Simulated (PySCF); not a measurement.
## Excitation energy of Hg by level of theory

Hg [Xe] 4f14 5d10 6s2 (1S) → Hg [Xe] 4f14 5d10 6s1 6p1, s spin flipped, as a difference of total energies. Calculation: PySCF 2.14, in aug-cc-pVDZ-PP with ECP60MDF (5s5p4d2f, 54 functions); scalar relativity through the core potential. Correlated levels: valence: 5s2 5p6 frozen. The calculations carry no spin-orbit coupling.

```csv
method,excitation energy (eV)
UHF,4.957
LDA,6.015
PBE,5.788
PBE0,5.682
r2SCAN,5.788
CAM-B3LYP,5.734
r2SCAN0,5.707
wB97M-V,5.630
TPSSh,5.751
MP2 (valence),6.034
SCS-MP2 (valence),6.003
```

**Question.** How much does correlation contribute at MP2 (valence)?

**Answer.** 6.034 − (4.957) = 1.077 eV, measured against UHF.

The upper determinant mixes two multiplicities, so it lies between the two terms.
